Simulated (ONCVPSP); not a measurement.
**Transferability test, ONCV potential for sulfur (S)**

| Item | Value |
| --- | --- |
| Element | S |
| Generator | ONCVPSP 4.0.1 |
| Type | optimised norm-conserving Vanderbilt (ONCV) |
| Functional | PBE |
| Relativity | non-relativistic |
| Frozen core | [He] |
| Valence charge | 14 |
| Reference configuration | 2s2 2p6 3s2 3p2 (charge +2) |
| Partial waves | 2s+3s: rc 0.75 bohr, ncon 3, nbas 6, qcut 15.4 1/bohr, 2 projectors; 2p+3p: rc 0.80 bohr, ncon 3, nbas 6, qcut 16.7 1/bohr, 3 projectors, debl 3.6 Ha |
| Local potential | polynomial inside 0.50 bohr (lpopt 5, dvloc0 2 Ha) |
| Core correction | polynomial model core, fcfact 0.65 |

Energies are relative to the spin-unpolarised reference configuration 2s2 2p6 3s2 3p2; without spin polarisation the order of configurations can differ from experiment.

| valence configuration | charge | ΔE all-electron (eV) | error AE − PS (meV) |
| --- | --- | --- | --- |
| 2s2 2p6 3s2 3p4 | 0 | -34.078 | +3.0 |
| 2s2 2p6 3s2 3p1 | +3 | 34.050 | +2.3 |

(1) What are ΔE and the potential's error for 2s2 2p6 3s2 3p3?

(2) What are ΔE and the potential's error for 2s2 2p6 3s2 3p0?

## Answers

(1) ΔE = -22.296 eV all-electron; the error (AE − PS) is +1.2 meV.

(2) ΔE = 80.850 eV all-electron; the error (AE − PS) is +13 meV.
